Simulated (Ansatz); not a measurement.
Frontier orbitals of CH₄FNOSi, SMILES `NC1(F)O[SiH2]1`.

```xyz
9

N    -0.2873    0.4697   -1.3920
C    -0.1298    0.4357   -0.0041
F    -0.6601    1.5403    0.6343
O     1.2104    0.2470    0.4072
Si    0.2880   -1.0365    0.9809
H     0.2163    1.2546   -1.7943
H    -1.2628    0.5212   -1.6512
H     0.0738   -1.0727    2.4421
H     0.5514   -2.3593    0.3771
```

Charge 0, multiplicity 1. Geometry: relaxed with PBE0-D4/def2-TZVP. It is one conformer, not always the lowest. Basis def2-TZVPP, Ansatz 0.2.0.

Orbital energies of one run (eV). Highest occupied ones, from the top: -10.16, -11.11, -11.88, -13.57, -13.90, -14.39, -15.31, -16.74, -17.34, -18.01, -19.25, -20.67, -28.30, -32.03. Empty: 1.30, 2.99, 3.43, 3.46, 4.61, 5.04.

(1) Which functional gave them?
A. LC-ωPBE
B. ωB97M-V
C. revPBE
D. r2SCANh

Answers

(1) A. HOMO energies: LC-ωPBE -10.16, ωB97M-V -9.71, revPBE -6.04, r2SCANh -6.87 eV.

LC-ωPBE has ω = 0.4 bohr⁻¹.
